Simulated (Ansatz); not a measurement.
Stretching the Zn1–H2 bond in GeH4Zn (SMILES [ZnH][GeH3]) (multiplicity 1 held, fragments rigid). Energies count from the point at 1.556 Å.
Geometry at that point (charge 0, multiplicity 1):
```xyz
6

Zn    -0.792    -0.190    -0.993
H     -1.752    -0.421    -2.196
Ge     0.698     0.168     0.875
H      1.762    -0.945     1.006
H      1.476     1.498     0.765
H     -0.047     0.214     2.227
```

R- and RO- levels are restricted; in cc, def2 and unpolarised 6-31G sets they are followed outwards from rest. Unrestricted levels (U-) break spin symmetry where that is lower. Active spaces are followed from a long bond inwards. Curves can end on different states.

Correlated levels freeze the cores. Filled d and f shells under p-block atoms count as core.

The values were computed with Ansatz (Gaussian orbitals). Each number belongs to the level named beside it.

Question: Predict the energy at R = 4.980 Å from U-HF/def2-TZVPP.

Answer: 2.47 eV

Question: What is the computed energy at R = 4.980 Å (FIC-MRCISD+Q on CASSCF(2,2)/def2-TZVPP)?

Answer: 3.40 eV

Question: Give the energy at R = 4.980 Å at the level R-HF/def2-TZVPP.

Answer: 5.74 eV

Doubts at one or more of the structures used: a restricted determinant that unrestricted orbitals would lower (R-HF/def2-TZVPP); a spin-contaminated determinant (U-HF/def2-TZVPP).

Ansatz is a first-principles code.
